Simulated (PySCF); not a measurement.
# Dipole response of Tl³⁺ (thallium, charge +3)

[Xe] 4f14 5d10, closed-shell 1S. All numbers are calculated (PySCF 2.14, the spin-free X2C one-electron Hamiltonian (Gaussian nucleus), in aug-cc-pwCVTZ-DK3 with one added diffuse shell each of s, d, f type (12s10p9d6f1g, 138 functions)). Coupled (time-dependent) response in atomic units; α is the mean over directions.

```csv
method,mean α (bohr³),C₆ (like pair),S(−4)
PBE,5.394,31.15,4.199
```

S(−4) is the Cauchy moment in α(ω) = α(0) + S(−4) ω² + …

α(iu) at PBE:

```
u (hartree)  α(iu) (bohr³)
          0          5.394
     0.0500          5.383
      0.100          5.352
      0.200          5.234
      0.300          5.056
      0.500          4.598
      0.750          3.986
       1.00          3.432
       1.50          2.560
       2.00          1.950
       3.00          1.210
       5.00         0.5774
```

For an ion, C₆ is the dispersion term alone; charge-induced terms of lower order in 1/R come first.

Spin-orbit coupling, which splits the p, d and f shells strongly at this Z, is absent.
